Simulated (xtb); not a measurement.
xtb input (GFN2-xTB):

```bash
xtb mol.xyz --gfn 2 --ohess tight --chrg -1 --uhf 0
```
mol.xyz:
```
10

Si     1.47387678     0.59870143     0.04179796
C      0.27384984    -0.90994775    -0.08359235
Si    -1.53573063    -0.42854566     0.10701146
H      2.84213953     0.14123802    -0.05412090
H      1.21242650     1.58945244    -1.00210271
H      1.39178892     1.22949214     1.36733115
H      0.44003513    -1.39419460    -1.03426501
H     -1.92719702     0.56479831    -0.90441024
H     -1.78910784     0.20984276     1.45700795
H     -2.41137163    -1.59704626     0.00747730
```

Output:

```
           -------------------------------------------------
          |                Calculation Setup                |
           -------------------------------------------------

           -------------------------------------------------
          |                 G F N 2 - x T B                 |
           -------------------------------------------------

        Reference                      10.1021/acs.jctc.8b01176
      * Hamiltonian:
        H0-scaling (s, p, d)           1.850000    2.230000    2.230000
        zeta-weighting                 0.500000
      * Dispersion:
        s8                             2.700000
        a1                             0.520000
        a2                             5.000000
        s9                             5.000000
      * Repulsion:
        kExp                           1.500000    1.000000
        rExp                           1.000000
      * Coulomb:
        alpha                          2.000000
        third order                    shell-resolved
        anisotropic                    true
        a3                             3.000000
        a5                             4.000000
        cn-shift                       1.200000
        cn-exp                         4.000000
        max-rad                        5.000000

          ...................................................
          :                      SETUP                      :
          :.................................................:
          :  # basis functions                  31          :
          :  # atomic orbitals                  29          :
          :  # shells                           15          :
          :  # electrons                        20          :
          :  max. iterations                   250          :
          :  Hamiltonian                  GFN2-xTB          :
          :  restarted?                      false          :
          :  GBSA solvation                  false          :
          :  PC potential                    false          :
          :  electronic temp.          300.0000000     K    :
          :  accuracy                    1.0000000          :
          :  -> integral cutoff          0.2500000E+02      :
          :  -> integral neglect         0.1000000E-07      :
          :  -> SCF convergence          0.1000000E-05 Eh   :
          :  -> wf. convergence          0.1000000E-03 e    :
          :  Broyden damping             0.4000000          :
          :  net charge                         -1          :
          :  unpaired electrons                  0          :
          ...................................................

 iter      E             dE          RMSdq      gap      omega  full diag
   1     -9.2066537 -0.920665E+01  0.639E+00    4.15       0.0  T
   2     -9.3252432 -0.118590E+00  0.654E+00    2.37       1.0  T
   3     -9.3789807 -0.537375E-01  0.342E+00    3.10       1.0  T
   4     -9.3743733  0.460739E-02  0.175E+00    2.99       1.0  T
   5     -9.3800581 -0.568480E-02  0.390E-01    3.22       1.0  T
   6     -9.3800312  0.269455E-04  0.193E-01    3.23       1.0  T
[...]
     1  14 Si       2   6 C                                       1.8237834
     2   6 C        3  14 Si                                      1.8238687 (max)
     1  14 Si       4   1 H                                       1.4988686
     1  14 Si       5   1 H                                       1.5161586
     1  14 Si       6   1 H                                       1.4911033
     2   6 C        7   1 H                                       1.0974842 (min)
     3  14 Si       8   1 H                                       1.5164218
     3  14 Si       9   1 H                                       1.4910753
     3  14 Si      10   1 H                                       1.4988448

 * 3 distinct bonds (by element types)

   Z      Z             #   av. dist./Å        max./Å        min./Å
   1 H    6 C           1     1.0974842     1.0974842     1.0974842
   1 H   14 Si          6     1.5020787     1.5164218     1.4910753
   6 C   14 Si          2     1.8238261     1.8238687     1.8237834

           -------------------------------------------------
          |               Frequency Printout                |
           -------------------------------------------------
 projected vibrational frequencies (cm⁻¹)
eigval :       -0.00    -0.00    -0.00    -0.00     0.00     0.00
eigval :      119.12   137.90   174.13   482.56   498.69   526.18
eigval :      562.07   575.73   775.89   810.47   831.11   876.54
eigval :      906.71   914.78   925.98  1006.04  1183.31  1715.57
eigval :     1745.12  1881.35  1894.98  1942.23  1973.61  2841.03
 reduced masses (amu)
   1: 12.62   2: 20.90   3: 18.93   4: 22.32   5: 22.84   6: 21.71   7:  1.29   8:  7.36
   9: 13.97  10:  3.40  11:  3.98  12:  4.31  13:  5.69  14:  8.82  15:  9.72  16:  2.27
  17:  3.85  18:  2.56  19:  1.79  20:  2.52  21:  5.19  22: 10.25  23:  7.11  24:  1.78
  25:  1.85  26:  1.84  27:  1.87  28:  1.55  29:  1.63  30:  1.80
 IR intensities (km·mol⁻¹)
   1:  2.02   2:  7.30   3:  7.76   4:  8.79   5:  8.52   6:  5.72   7:  0.38   8:  0.37
   9:  0.58  10: 53.09  11: 29.75  12: 41.56  13:149.32  14:176.47  15: 46.32  16:151.20
  17:357.22  18:829.70  19:123.51  20: 98.70  21:531.76  22:206.96  23:204.58  24: 83.48
  25:******  26:808.41  27:737.82  28:268.15  29:722.13  30:156.92
 Raman intensities (Ä⁴*amu⁻¹)
   1:  0.00   2:  0.00   3:  0.00   4:  0.00   5:  0.00   6:  0.00   7:  0.00   8:  0.00
   9:  0.00  10:  0.00  11:  0.00  12:  0.00  13:  0.00  14:  0.00  15:  0.00  16:  0.00
  17:  0.00  18:  0.00  19:  0.00  20:  0.00  21:  0.00  22:  0.00  23:  0.00  24:  0.00
  25:  0.00  26:  0.00  27:  0.00  28:  0.00  29:  0.00  30:  0.00
 output can be read by thermo (or use thermo option).
 writing <g98.out> molden fake output.
 recommended (thermochemical) frequency scaling factor: 1.0
           -------------------------------------------------
          |             Thermodynamic Functions             |
           -------------------------------------------------

cs  symmetry found (for desy threshold:  0.10E+00) used in thermo

          ...................................................
          :                      SETUP                      :
          :.................................................:
          :  # frequencies                          24      :
          :  # imaginary freq.                       0      :
          :  linear?                             false      :
          :  only rotor calc.                    false      :
          :  symmetry                               cs      :
          :  rotational number                       1      :
          :  scaling factor                  1.0000000      :
          :  rotor cutoff                   50.0000000 cm⁻¹ :
          :  imag. cutoff                  -20.0000000 cm⁻¹ :
          :.................................................:

    mode    ω/cm⁻¹     T·S(HO)/kcal·mol⁻¹    T·S(FR)/kcal·mol⁻¹   T·S(vib)
   ------------------------------------------------------------------------
       1    119.12    -0.92861 ( 96.99%)    -0.79906 (  3.01%)    -0.92471
Note: The following floating-point exceptions are signalling: IEEE_UNDERFLOW_FLAG IEEE_DENORMAL
normal termination of xtb
       2    137.90    -0.84462 ( 98.30%)    -0.75574 (  1.70%)    -0.84311
       3    174.13    -0.71272 ( 99.32%)    -0.68669 (  0.68%)    -0.71254
   ------------------------------------------------------------------------

   temp. (K)  partition function   enthalpy   heat capacity  entropy
                                   cal/mol     cal/K/mol   cal/K/mol   J/K/mol
 298.15  VIB   14.2                 2191.952     16.217     12.602
         ROT  0.657E+05              888.752      2.981     25.025
         INT  0.931E+06             3080.704     19.198     37.628
         TR   0.631E+27             1481.254      4.968     38.852
         TOT                        4561.9580    24.1659    76.4799   319.9920

       T/K    H(0)-H(T)+PV         H(T)/Eh          T*S/Eh         G(T)/Eh
   ------------------------------------------------------------------------
    298.15    0.726994E-02    0.649101E-01    0.363381E-01    0.285720E-01
   ------------------------------------------------------------------------

         :::::::::::::::::::::::::::::::::::::::::::::::::::::
         ::                  THERMODYNAMIC                  ::
         :::::::::::::::::::::::::::::::::::::::::::::::::::::
         :: total free energy          -9.274919614131 Eh   ::
         ::.................................................::
         :: total energy               -9.303491643554 Eh   ::
         :: zero point energy           0.057640162838 Eh   ::
         :: G(RRHO) w/o ZPVE           -0.029068133414 Eh   ::
         :: G(RRHO) contrib.            0.028572029423 Eh   ::
         :::::::::::::::::::::::::::::::::::::::::::::::::::::

optimized geometry written to: xtbopt.xyz

           -------------------------------------------------
          | TOTAL ENERGY               -9.303491643554 Eh   |
          | TOTAL ENTHALPY             -9.238581537964 Eh   |
          | TOTAL FREE ENERGY          -9.274919614131 Eh   |
          | GRADIENT NORM               0.000166150617 Eh/α |
          | HOMO-LUMO GAP               3.720531480891 eV   |
           -------------------------------------------------

------------------------------------------------------------------------
------------------------------------------------------------------------
 total:
 SCF:
 ANC optimizer:
 analytical hessian:
```

It need not be the lowest isomer of its formula. Whether it binds its extra electron was not tested at this geometry.
